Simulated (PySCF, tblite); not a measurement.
# A complex of LiF and methylamine

A gas-phase complex of LiF and methylamine; neutral, singlet. The structure comes from a short search (6 tight-binding starts) and was relaxed by PBE0-D3(BJ)/def2-SVPD; another way of binding may lie lower. Frequencies by PBE0-D3(BJ)/def2-SVPD show no clear imaginary mode.

Parts: 1 = LiF ([Li][F]), atoms 1–2; 2 = methylamine (CN), atoms 3–9.

```
atom  part   x (Å)   y (Å)   z (Å)
 Li1     1  -0.660  -0.469  -0.207
  F2     1   0.104   0.729   0.537
  C3     2  -2.021  -1.647  -2.528
  N4     2  -1.718  -1.965  -1.129
  H5     2  -2.583  -0.706  -2.576
  H6     2  -1.084  -1.501  -3.081
  H7     2  -2.607  -2.427  -3.039
  H8     2  -2.580  -2.123  -0.612
  H9     2  -1.205  -2.843  -1.074
```

Contacts between parts, classed by geometry: Li1···N4 2.051 Å (ion contact).

Interaction energies are complex less parts, with the parts frozen as they stand in it; counterpoise-corrected, in kcal/mol (PySCF).

Q: How strongly do the parts interact, level by level?

A: 
```tsv
level	interaction	superposition error removed
wB97M-D3(BJ)/def2-TZVPD	-21.17	-0.20
PBE0-D3(BJ)/def2-TZVPD	-21.49	-0.19
```

Q: What holds them together? Decompose the wB97M-D3(BJ)/def2-TZVPD energy: frozen parts, their antisymmetrised product, then relaxation.

A: electrostatic -25.6, Pauli repulsion +12.0, orbital relaxation -6.6, dispersion correction -1.2 kcal/mol, which sum to the value before the counterpoise correction; the Pauli term holds the exchange-correlation of the frozen density too. Of the attraction, 77 % is electrostatic, 20 % is orbital relaxation, 4 % is dispersion correction.

The parts were also relaxed and run alone, at the levels used for the complex: shieldings by PBE0/pcSseg-2; core levels by delta-SCF with SCAN, pcX-2 on the ionised atom and pcseg-1 elsewhere, spin-free X2C.

Values alone: shielding of Li1 (ppm): 88.1; shielding of N4 (ppm): 244.5; Li1 1s core level (eV): 64.43; F2 1s core level (eV): 688.16; N4 1s core level (eV): 405.10.

Q: What does binding change?

A: 
```csv
property,alone,in the complex,change
shielding of Li1 (ppm),88.1,88.4,+0.3
shielding of N4 (ppm),244.5,244.5,0.0
Li1 1s core level (eV),64.43,61.58,-2.85
F2 1s core level (eV),688.16,687.30,-0.86
N4 1s core level (eV),405.10,407.06,+1.96
```

Q: What are the binding energy from relaxed parts (wB97M-D3(BJ)/def2-TZVPD), and ΔH and ΔG of association at 298.15 K and 1 atm?

A: -21.05 kcal/mol, -19.17 with zero-point energy; ΔH -19.4 and ΔG -10.9 kcal/mol, from harmonic vibrations by PBE0-D3(BJ)/def2-SVPD with low modes damped.
